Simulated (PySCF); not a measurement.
Molfile (atoms numbered from 1):
```
C4H6BF
     RDKit          3D

 12 11  0  0  0  0  0  0  0  0999 V2000
   -2.6237   -0.1159    0.9435 C   0  0  0  0  0  0  0  0  0  0  0  0
   -1.4653   -0.2088    0.3420 C   0  0  0  0  0  0  0  0  0  0  0  0
   -0.3035   -0.3021   -0.2576 C   0  0  0  0  0  0  0  0  0  0  0  0
    0.9331   -0.9187    0.3302 C   0  0  0  0  0  0  0  0  0  0  0  0
    2.1856    0.0220    0.3787 B   0  0  0  0  0  0  0  0  0  0  0  0
    3.2173   -0.3231    1.1352 F   0  0  0  0  0  0  0  0  0  0  0  0
   -2.8752    0.7486    1.5677 H   0  0  0  0  0  0  0  0  0  0  0  0
   -3.3838   -0.8987    0.8408 H   0  0  0  0  0  0  0  0  0  0  0  0
   -0.2185    0.1227   -1.2675 H   0  0  0  0  0  0  0  0  0  0  0  0
    1.2582   -1.7780   -0.2953 H   0  0  0  0  0  0  0  0  0  0  0  0
    0.7406   -1.3468    1.3276 H   0  0  0  0  0  0  0  0  0  0  0  0
    2.3006    1.0428   -0.2654 H   0  0  0  0  0  0  0  0  0  0  0  0
  1  2  2  0
  2  3  2  0
  3  4  1  0
  4  5  1  0
  5  6  1  0
  1  7  1  0
  1  8  1  0
  3  9  1  0
  4 10  1  0
  4 11  1  0
  5 12  1  0
M  END
```

Geometry: PBE0-D3(BJ)/def2-SVP; GIAO absolute shieldings from PySCF 2.14, gas phase, non-relativistic, averaged over equivalent atoms.

At PBE0/def2-TZVP (222 basis functions, 24 s wall time on 1 thread of an Arm Neoverse V1, shared host):
```csv
atoms,σ (ppm)
C2,-35.1
C3,96.7
C1,109.4
C4,160.0
B5,46.7
F6,184.2
H12,25.72
H9,25.89
H7/H8,26.64
H10/H11,29.69
```

Task: Estimate the result of repeating the calculation with LC-wPBE/pcSseg-2.

Result: 
```csv
atoms,σ at LC-wPBE/pcSseg-2,change
C2,-44.8,-9.7
C3,91.8,-4.9
C1,103.9,-5.5
C4,162.3,+2.3
B5,38.5,-8.2
F6,188.7,+4.5
H12,25.75,+0.03
H9,25.76,-0.13
H7/H8,26.45,-0.19
H10/H11,29.63,-0.06
```

The largest change is at C2 (central carbon of an allene). Cost: 300 basis functions, 62 s wall time on 1 thread of an Arm Neoverse V1, shared host. The order of the carbon signals is the same at both levels.

A carbon bonded to boron is broadened by the quadrupolar boron nucleus and is often missing from a measured spectrum.
